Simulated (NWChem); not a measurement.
System: CH5FO2Si; SMILES CO[Si@@H](O)F

Parts of the log:

```
             Northwest Computational Chemistry Package (NWChem) 7.3.0
             --------------------------------------------------------

 C1  symmetry detected

                             Geometry "geometry" -> ""
                             -------------------------

 Output coordinates in angstroms (scale by  1.889725989 to convert to a.u.)

  No.       Tag          Charge          X              Y              Z
 ---- ---------------- ---------- -------------- -------------- --------------
    1 C                    6.0000    -0.04167191     2.08782962     0.46663156
    2 O                    8.0000    -0.22544045     1.07329422    -0.48417775
    3 Si                  14.0000    -0.00451967    -0.50916102    -0.43266143
    4 O                    8.0000     1.38636334    -0.88876889     0.30016434
    5 F                    9.0000    -1.15536777    -1.25261195     0.42385585
    6 H                    1.0000    -0.80501204     2.02423678     1.24499353
    7 H                    1.0000     0.94456057     2.01121130     0.92710468
    8 H                    1.0000    -0.12950210     3.04427912    -0.04989569
    9 H                    1.0000    -0.14773099    -0.90467228    -1.80761104
   10 H                    1.0000     1.56191812    -1.77647351     0.60028382

 Effective nuclear repulsion energy (a.u.)     260.4878962244

                                Z-matrix (autoz)
                                --------

 Units are Angstrom for bonds and degrees for angles

      Type          Name      I     J     K     L     M      Value
      ----------- --------  ----- ----- ----- ----- ----- ----------
    1 Stretch                  1     2                       1.40253
    2 Stretch                  1     6                       1.09205
    3 Stretch                  1     7                       1.09113
    4 Stretch                  1     8                       1.09055
    5 Stretch                  2     3                       1.59863
    6 Stretch                  3     4                       1.61731
    7 Stretch                  3     5                       1.61579
    8 Stretch                  3     9                       1.43785
    9 Stretch                  4    10                       0.95337
   10 Bend                     1     2     3               132.53867
   11 Bend                     2     1     6               110.45560
   12 Bend                     2     1     7               110.71569
   13 Bend                     2     1     8               107.62385
   14 Bend                     2     3     4               111.45611
   15 Bend                     2     3     5               111.96949
   16 Bend                     2     3     9               103.16213
   17 Bend                     3     4    10               121.30213
   18 Bend                     4     3     5               105.32804
   19 Bend                     4     3     9               117.02529
   20 Bend                     5     3     9               108.02277
   21 Bend                     6     1     7               109.08172
   22 Bend                     6     1     8               109.41219
   23 Bend                     7     1     8               109.52763
   24 Torsion                  1     2     3     4         -43.50618
   25 Torsion                  1     2     3     5          74.19229
   26 Torsion                  1     2     3     9        -169.89767
   27 Torsion                  2     3     4    10         164.75695
   28 Torsion                  3     2     1     6         -71.39139
   29 Torsion                  3     2     1     7          49.54581
   30 Torsion                  3     2     1     8         169.22246
   31 Torsion                  5     3     4    10          43.12083
   32 Torsion                  9     3     4    10         -76.87531

                           NWChem Geometry Optimization
                           ----------------------------

 maximum gradient threshold         (gmax) =   0.000450
 rms gradient threshold             (grms) =   0.000300
 maximum cartesian step threshold   (xmax) =   0.001800
 rms cartesian step threshold       (xrms) =   0.001200
 fixed trust radius                (trust) =   0.300000
 source of zmatrix                         =   autoz

          -------------------
          Energy Minimization
          -------------------

 Using diagonal initial Hessian
 Scaling for Hessian diagonals: bonds = 1.00  angles = 0.25  torsions = 0.10

          --------
          Step   0

                                 NWChem DFT Module
                                 -----------------

 Summary of "ao basis" -> "ao basis" (spherical)
 ------------------------------------------------------------------------------
       Tag                 Description            Shells   Functions and Types
 ---------------- ------------------------------  ------  ---------------------
 C                          def2-svp                 6       14   3s2p1d
 O                          def2-svp                 6       14   3s2p1d
 Si                         def2-svp                 8       18   4s3p1d
 F                          def2-svp                 6       14   3s2p1d
 H                          def2-svp                 3        5   2s1p

            General Information
            -------------------
          SCF calculation type: DFT
          Wavefunction type:  closed shell.
          No. of atoms     :    10
          No. of electrons :    50
           Alpha electrons :    25
            Beta electrons :    25
          Charge           :     0
          Spin multiplicity:     1
          Use of symmetry is: off; symmetry adaption is: off
          Maximum number of iterations: 150
          AO basis - number of functions:    99
                     number of shells:    47
          Convergence on energy requested:  1.00D-06
          Convergence on density requested:  1.00D-05
          Convergence on gradient requested:  5.00D-04

              XC Information
              --------------
                         PBE0 Method XC Functional
                     Hartree-Fock (Exact) Exchange  0.250
          PerdewBurkeErnzerhof Exchange Functional  0.750
            Perdew 1991 LDA Correlation Functional  1.000 local
           PerdewBurkeErnz. Correlation Functional  1.000 non-local

             Grid Information
             ----------------
          Grid used for XC integration:  medium
          Radial quadrature: Mura-Knowles
          Angular quadrature: Lebedev.
          Tag              B.-S. Rad. Rad. Pts. Rad. Cut. Ang. Pts.
          ---              ---------- --------- --------- ---------
          C                   0.70       49          11.0       434
          O                   0.60       49          11.0       434
          Si                  1.10       88          10.0       590
          F                   0.50       49          11.0       434
          H                   0.35       45          12.0       434
          Grid pruning is: on
          Number of quadrature shells:   509
          Spatial weights used:  Erf1

      Superposition of Atomic Density Guess
      -------------------------------------

 Sum of atomic energies:        -577.53456901

      Non-variational initial energy
      ------------------------------

 Total energy =    -579.444101
 1-e energy   =   -1316.363042
 2-e energy   =     476.431045
 HOMO         =      -0.402089
 LUMO         =       0.071525

[...]

      ----------------------
      Optimization converged
      ----------------------

  Step       Energy      Delta E   Gmax     Grms     Xrms     Xmax
  ---- ---------------- -------- -------- -------- -------- --------
@   18    -580.29414936 -9.9D-08  0.00003  0.00001  0.00048  0.00098
                                     ok       ok       ok       ok

                                Z-matrix (autoz)
                                --------

 Units are Angstrom for bonds and degrees for angles

      Type          Name      I     J     K     L     M      Value     Gradient
      ----------- --------  ----- ----- ----- ----- ----- ---------- ----------
    1 Stretch                  1     2                       1.40605    0.00001
    2 Stretch                  1     6                       1.10320   -0.00001
    3 Stretch                  1     7                       1.10282   -0.00001
    4 Stretch                  1     8                       1.10004   -0.00001
    5 Stretch                  2     3                       1.63254    0.00000
    6 Stretch                  3     4                       1.64793    0.00002
    7 Stretch                  3     5                       1.62286    0.00000
    8 Stretch                  3     9                       1.47281    0.00003
    9 Stretch                  4    10                       0.96113    0.00001
   10 Bend                     1     2     3               126.73249   -0.00000
   11 Bend                     2     1     6               111.07026    0.00000
   12 Bend                     2     1     7               111.68461   -0.00000
   13 Bend                     2     1     8               108.64307   -0.00000
   14 Bend                     2     3     4               108.80037    0.00000
   15 Bend                     2     3     5               111.57367    0.00001
   16 Bend                     2     3     9               107.40006    0.00000
   17 Bend                     3     4    10               117.84611   -0.00001
   18 Bend                     4     3     5               106.71613   -0.00000
   19 Bend                     4     3     9               114.71920   -0.00000
   20 Bend                     5     3     9               107.69563   -0.00000
   21 Bend                     6     1     7               108.61979    0.00000
   22 Bend                     6     1     8               108.21862    0.00000
   23 Bend                     7     1     8               108.51137    0.00000
   24 Torsion                  1     2     3     4         -44.65226   -0.00000
   25 Torsion                  1     2     3     5          72.82113   -0.00000
   26 Torsion                  1     2     3     9        -169.37523   -0.00000
   27 Torsion                  2     3     4    10         148.38143   -0.00001
   28 Torsion                  3     2     1     6         -82.18374    0.00001
   29 Torsion                  3     2     1     7          39.24384    0.00002
   30 Torsion                  3     2     1     8         158.89683    0.00001
   31 Torsion                  5     3     4    10          27.86411   -0.00002
   32 Torsion                  9     3     4    10         -91.32156   -0.00000

                         Geometry "geometry" -> "geometry"
                         ---------------------------------

 Output coordinates in angstroms (scale by  1.889725989 to convert to a.u.)

  No.       Tag          Charge          X              Y              Z
 ---- ---------------- ---------- -------------- -------------- --------------
    1 C                    6.0000    -0.04090731     2.03835701     0.47462378
    2 O                    8.0000    -0.29577736     1.10540313    -0.54597523
    3 Si                  14.0000    -0.03692764    -0.50526573    -0.48340784
    4 O                    8.0000     1.44406906    -0.77957254     0.18522259
    5 F                    9.0000    -1.12289350    -1.24769753     0.46693935
    6 H                    1.0000    -0.86606903     2.06087843     1.20650561
    7 H                    1.0000     0.89719662     1.81218374     1.00849122
    8 H                    1.0000     0.04616319     3.03791201     0.02362496
    9 H                    1.0000    -0.20319260    -1.03144251    -1.84893656
   10 H                    1.0000     1.56193568    -1.58159263     0.70160001

 Effective nuclear repulsion energy (a.u.)     258.8090980638

                Final and change from initial internal coordinates
                --------------------------------------------------

                                Z-matrix (autoz)
                                --------

 Units are Angstrom for bonds and degrees for angles

[...]

 Rotational Constants
 --------------------
 A=   0.192151 cm-1  (  0.276456 K)
 B=   0.104639 cm-1  (  0.150548 K)
 C=   0.084719 cm-1  (  0.121889 K)

 Temperature                      =   298.15K
 frequency scaling parameter      =   1.0000

 Zero-Point correction to Energy  =   43.267 kcal/mol  (  0.068950 au)
 Thermal correction to Energy     =   47.793 kcal/mol  (  0.076164 au)
 Thermal correction to Enthalpy   =   48.386 kcal/mol  (  0.077107 au)

 Total Entropy                    =   83.931 cal/mol-K
   - Translational                =   39.579 cal/mol-K (mol. weight =  96.0043)
   - Rotational                   =   26.340 cal/mol-K (symmetry #  =        1)
   - Vibrational                  =   18.012 cal/mol-K

 Cv (constant volume heat capacity) =   22.668 cal/mol-K
   - Translational                  =    2.979 cal/mol-K
   - Rotational                     =    2.979 cal/mol-K
   - Vibrational                    =   16.710 cal/mol-K

[normal modes left out]

 ----------------------------------------------------------------------------
 Normal Eigenvalue ||           Projected Infra Red Intensities
  Mode   [cm**-1]  || [atomic units] [(debye/angs)**2] [(KM/mol)] [arbitrary]
 ------ ---------- || -------------- ----------------- ---------- -----------
    1       -0.000 ||    0.000049           0.001         0.048       0.009
    2       -0.000 ||    0.000046           0.001         0.045       0.008
    3        0.000 ||    0.000253           0.006         0.247       0.045
    4        0.000 ||    0.000116           0.003         0.113       0.020
    5        0.000 ||    0.000344           0.008         0.335       0.060
    6        0.000 ||    0.000624           0.014         0.609       0.110
    7       68.025 ||    0.003502           0.081         3.414       0.615
    8       83.608 ||    0.003053           0.070         2.976       0.536
    9      142.473 ||    0.099892           2.305        97.380      17.543
   10      161.591 ||    0.006064           0.140         5.912       1.065
   11      294.290 ||    0.022082           0.509        21.527       3.878
   12      334.838 ||    0.037992           0.877        37.037       6.672
   13      452.990 ||    0.055100           1.271        53.714       9.677
   14      751.445 ||    0.130475           3.010       127.193      22.914
   15      761.434 ||    0.015458           0.357        15.069       2.715
   16      836.382 ||    0.059438           1.371        57.943      10.439
   17      844.066 ||    0.033226           0.767        32.390       5.835
   18      953.331 ||    0.290370           6.699       283.067      50.995
   19      964.321 ||    0.223307           5.152       217.691      39.218
   20     1175.987 ||    0.089400           2.063        87.152      15.701
   21     1181.443 ||    0.014659           0.338        14.290       2.574
   22     1235.277 ||    0.253388           5.846       247.015      44.500
   23     1471.685 ||    0.002166           0.050         2.112       0.380
   24     1477.180 ||    0.004976           0.115         4.851       0.874
   25     1479.641 ||    0.006034           0.139         5.882       1.060
   26     2349.934 ||    0.118984           2.745       115.992      20.896
   27     3036.584 ||    0.055701           1.285        54.300       9.782
   28     3125.639 ||    0.026151           0.603        25.494       4.593
   29     3152.132 ||    0.022050           0.509        21.496       3.872
   30     3945.848 ||    0.133318           3.076       129.965      23.413
 ----------------------------------------------------------------------------
```

Level: PBE0/def2-SVP. 

**Question.** Reconstruct the input file.

**Answer.** One answer among several that fit: the input that was run:
```
start job
memory heap 200 mb stack 900 mb global 1100 mb
geometry units angstroms
  C     -2.109097     0.554200     0.273566
  O     -1.169865    -0.404026    -0.134769
  Si     0.422818    -0.368180    -0.267812
  O      0.928845     1.009408    -0.947429
  F      1.151254    -0.426254     1.173299
  H     -2.040409     0.721182     1.350589
  H     -1.945900     1.500150    -0.245188
  H     -3.100108     0.170439     0.028750
  H      0.720583    -1.589185    -0.966316
  H      1.842637     1.277486    -0.902384
end
basis spherical
  * library def2-svp
end
dft
  xc pbe0
  iterations 150
end
driver
  maxiter 120
end
task dft optimize
task dft freq
```
